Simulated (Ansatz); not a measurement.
Gas-phase reaction in SMILES: C[Si@H](F)N[SiH2] -> C[Si@H](F)[N][SiH3]
Each molecule is optimised on its own at B3LYP-D3(BJ)/def2-TZVP (Ansatz, a quantum-chemistry and plane-wave program), one conformer each, not searched for the lowest.

Quantity: isomerisation energy (electronic energy difference), in kcal/mol. Cores are frozen in the correlated levels unless marked. UHF or UKS for open shells. No spin-orbit coupling. No relativistic terms. CBS(X,Y): correlation extrapolated as X^-3; Hartree-Fock from the larger set. The bracket is a focal-point correction in the basis named.

```csv
level,program,isomerisation energy (kcal/mol)
HF/cc-pV(D+d)Z,Ansatz,9.5
r2SCAN-D4/def2-TZVPD,Ansatz + dftd4,19.6
CAM-B3LYP-D4/def2-TZVPD,Ansatz + dftd4,19.7
LC-wPBE-D3(BJ)/def2-TZVPD,Ansatz + dftd3,22.8
MP2/STO-3G,Ansatz,7.4
RI-MP2/cc-pV(Q+d)Z,Ansatz,27.6
"RI-MP2/CBS(cc-pV(T+d)Z,cc-pV(Q+d)Z)+[CCSD(T)-MP2]/cc-pV(T+d)Z",Ansatz,21.9
```
